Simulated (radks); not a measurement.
Question: These are the eigenvalues of the occupied orbitals of an atom or ion with whole-number occupations (eV). Calculated with a radial shooting solver on a logarithmic mesh with Libxc functionals: Dirac Kohn-Sham, PBE, spin-unpolarised, spherical densities, point nucleus.

orbital  eigenvalue
1s1/2     -45741.11
2s1/2     -9326.858
2p1/2     -8970.378
2p3/2     -8442.100
3s1/2     -3493.946
3p1/2     -3357.718
3p3/2     -3229.962
3d3/2     -3025.728
3d5/2     -2995.698

Which element is it, and in what charge state? The configuration may be excited. Open shells, if any, are shared by 2j + 1.

Answer: Z = 60, neodymium, charge +41: Nd41+ in [Ar] 3d1. The list shows which subshells hold electrons but not how many an open one holds; the 1s level, -1681 hartree, gives Z - s = 58.0 by -(Z - s)^2/2, which with screening and relativity narrows Z to a few neighbours, and the depths of the outer levels then fix element, charge and occupations together.
